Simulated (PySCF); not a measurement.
Au(Cl)4, AuCl₄ (anion, charge -1), SMILES [Cl][Au-]([Cl])([Cl])[Cl] (PBE0/def2-SVP optimised geometry):

```
5

Au     0.000     0.000     0.000
Cl     0.000     2.321     0.000
Cl     2.321     0.000     0.000
Cl     0.000    -2.321     0.000
Cl    -2.321     0.000     0.000
```

Calculation: PBE0/def2-TZVPD, def2 effective core potentials past Kr (PySCF 2.14.0).

Question: What are the frontier orbital energies?

Answer: HOMO-2 -4.24 eV, HOMO-1 -4.24 eV, HOMO -4.00 eV, LUMO -0.06 eV, LUMO+1 3.20 eV.

On the same geometry PBE/def2-TZVPD, def2 effective core potentials past Kr (PySCF) gives HOMO-2 -2.81 eV, HOMO-1 -2.81 eV, HOMO -2.62 eV, LUMO -0.69 eV, LUMO+1 2.57 eV.
